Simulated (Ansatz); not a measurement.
Breaking a bond: AsH (cation, charge +1), lowest doublet found (which spin is the ground state isn't settled by this scan).

Method: full CI/aug-cc-pVTZ, cores with 3d frozen in Ansatz (an electronic-structure program).

### Question
Relative to R = 1.53 Å, what are the energies at R = 1.17, 1.79, 2.64, 3.73 Å?

### Answer
2.177 eV at 1.17 Å, 0.387 eV at 1.79 Å, 2.429 eV at 2.64 Å, 3.034 eV at 3.73 Å.

The scan ran from 1.08 to 5.05 Å; beyond the distances shown full CI changes its symmetry label.
